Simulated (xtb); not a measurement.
xtb input:

```bash
xtb mol.xyz --gfn 2 --sp --chrg 1 --uhf 0
```
mol.xyz:
```
6

Si    -1.11042029    -0.08949484     0.26156597
P      1.07640026     0.11080290    -0.26180823
H     -1.90868884     0.17960327    -0.96650155
H     -1.44256787     0.94929489     1.27566173
H      1.17425847    -1.10142406    -0.99033351
H      1.57687840    -0.43658982     0.94637320
```

Question: What final total energy does it print?

Answer: -5.80627 Eh (GFN2-xTB).

This state (charge 1, singlet) is run at the relaxed geometry of the species with charge 0 and multiplicity 2.
